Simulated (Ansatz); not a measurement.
The cluster Al5As5⁺. The state is a doublet with charge 1. Geometry PBE-D4/def2-SVP, that of the neutral singlet.

```csv
atom,x (Å),y (Å),z (Å)
Al1,1.7128,-0.6183,-0.5542
Al2,-0.8381,-1.6878,-0.2723
Al3,0.7359,1.8220,-1.5799
Al4,0.3737,-0.3575,2.0277
Al5,-2.0797,0.6387,-1.2667
As6,-0.0104,-0.5974,-2.3663
As7,1.7610,1.4544,0.9387
As8,-2.0561,-0.1452,1.3606
As9,1.1288,-2.4388,0.9817
As10,-0.7280,1.9299,0.7307
```

At HF/def2-SVP the charge 1 doublet is spin-contaminated (final ⟨S²⟩ up to 1.50, 0.75 for a pure state). The structure comes from a short search, and lower isomers may exist.

(1) Estimate the α-spin orbital energies around the gap (eV) in Ansatz with HF/def2-SVP, PBE-D4/def2-SVP, PBE0-D4/def2-SVP.

Results:

(1) 
| orbital | HF/def2-SVP | PBE-D4/def2-SVP | PBE0-D4/def2-SVP |
| --- | --- | --- | --- |
| HOMO−5 | -12.83 | -10.02 | -10.90 |
| HOMO−4 | -12.77 | -9.98 | -10.82 |
| HOMO−3 | -12.55 | -9.85 | -10.72 |
| HOMO−2 | -12.45 | -9.69 | -10.53 |
| HOMO−1 | -12.38 | -9.50 | -10.30 |
| HOMO | -12.02 | -9.46 | -10.25 |
| LUMO | -4.48 | -7.66 | -7.19 |
| LUMO+1 | -3.70 | -7.26 | -6.68 |
| LUMO+2 | -3.57 | -7.04 | -6.48 |
| LUMO+3 | -2.79 | -6.18 | -5.55 |
| LUMO+4 | -2.70 | -6.10 | -5.47 |
| LUMO+5 | -1.97 | -5.98 | -5.28 |
| β HOMO | -10.61 | -9.20 | -9.73 |
| β LUMO | -5.24 | -8.87 | -8.30 |
